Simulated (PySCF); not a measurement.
CH5BrOSi. Atoms are numbered in the order given.

```xyz
9

Si     0.0207    -0.7545     0.6975
C      1.7422    -1.4241     0.3792
O     -1.1981    -1.8213     0.2750
Br    -0.1712     1.1676    -0.4759
H     -0.2284    -0.4424     2.1368
H      1.8897    -2.3779     0.9264
H      2.5065    -0.6977     0.7219
H      1.9072    -1.6067    -0.7019
H     -1.2406    -2.0644    -0.6665
```

Geometry optimised at PBE-D3(BJ)/def2-SVP. This is a generated structure with no PubChem entry under its InChIKey; it may be hypothetical. The values are those of a single conformer.

All values below come from TDDFT-B3LYP/def2-SVPD run with PySCF 2.14.0.

Vertical excitations. Isolated molecule, no solvent.

Computed lowest excited states:
```tsv
state	energy (eV)	λ (nm)	f	main pairs
S1	6.82	182	0.038	HOMO→LUMO 80 %, HOMO→LUMO+1 17 %
S2	6.95	178	0.005	HOMO→LUMO+1 81 %, HOMO→LUMO 17 %
S3	7.01	177	0.052	HOMO−1→LUMO 66 %, HOMO−1→LUMO+1 30 %
S4	7.15	173	0.012	HOMO−1→LUMO+1 69 %, HOMO−1→LUMO 27 %
S5	7.56	164	0.022	HOMO−2→LUMO 90 %
S6	7.62	163	0.055	HOMO→LUMO+2 86 %
S7	7.82	159	0.012	HOMO−1→LUMO+2 81 %, HOMO−2→LUMO+1 15 %
S8	8.01	155	0.043	HOMO−2→LUMO+1 58 %, HOMO→LUMO+3 16 %, HOMO−1→LUMO+2 10 %
S9	8.10	153	0.007	HOMO→LUMO+3 81 %
S10	8.24	151	0.005	HOMO−1→LUMO+3 70 %, HOMO−3→LUMO 23 %
T1	6.46	192	0	HOMO→LUMO+1 76 %, HOMO→LUMO 20 %
T2	6.60	188	0	HOMO−1→LUMO+1 66 %, HOMO−1→LUMO 29 %
T3	6.77	183	0	HOMO→LUMO 68 %, HOMO→LUMO+1 18 %
T4	6.87	180	0	HOMO−1→LUMO 56 %, HOMO−1→LUMO+1 26 %
```
Triplets are in the Tamm–Dancoff approximation, which puts them higher than full response would, so one can lie above its singlet here.
